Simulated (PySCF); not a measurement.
A structure optimised at TPSSh-D3(BJ)/def2-SVP, used in a PySCF frequency run:

```
Si
F 1 1.6352
C 1 1.8674 2 108.26
H 3 1.1011 1 110.71 2 -57.41
H 3 1.1027 4 107.98 1 121.56
H 3 1.1030 4 108.55 5 116.73
C 1 1.8674 2 108.33 3 122.41
H 7 1.1011 1 110.73 2 57.51
H 7 1.1028 8 107.98 1 -121.57
H 7 1.1030 8 108.55 9 -116.72
S 1 2.1587 2 103.38 3 -118.81
H 11 1.3534 1 93.53 2 -179.47
```
Charge 0, spin multiplicity 1.

**Question.** Write its SMILES and formula.

**Answer.** C[Si](C)(F)S, C2H7FSSi

**Question.** What are its rotational constants (standard atomic weights)?

**Answer.** 3.3231, 2.1856, 2.1077 GHz
